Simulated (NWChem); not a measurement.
Basis-set convergence for Cl$_{3}$In

SMILES: [Cl][In]([Cl])[Cl]
```xyz
4

In     0.0000     0.0000     0.0000
Cl     0.0000     0.0000     2.3209
Cl    -2.0100     0.0000    -1.1604
Cl     2.0100     0.0000    -1.1604
```
Charge 0, spin multiplicity 1.

The numbers come from NWChem runs, not from measurements. All single points use one geometry, from PBE0/def2-SVP with def2 effective core potentials on In, a minimum by its harmonic frequencies.

Quantity: vertical ionisation energy at the level ΔPBE (Δ: difference of total energies, the cation a doublet at the parent's geometry with its hole in an orbital of symmetry b1 (C2v labels); it is the state that the SCF runs reached, from PBE0 orbitals for Hartree-Fock references, and need not be the lowest).

Effective core potentials replace the inner electrons of In; spin-orbit coupling is left out. The structure started from a generated list of species. No SCF solution was tested for a lower state.

Relative cost: rough, from shared machines, SCF included, def2-SVP = 1.

```csv
basis,functions,vertical ionisation energy (eV),relative cost
def2-SVP,80,10.65,1
def2-SVPD,113,10.87,under 3
def2-TZVP,161,10.75,5
def2-TZVPP,176,10.75,6
def2-TZVPD,194,10.77,8
```

Smallest basis within 0.2 eV of def2-TZVPD, the largest set run: def2-SVP, with 80 functions against 194 and about 10 % of the time (also within reach: def2-SVPD, def2-TZVP, def2-TZVPP). def2-TZVPD isn't the basis-set limit itself, and a small set can land close by cancellation.
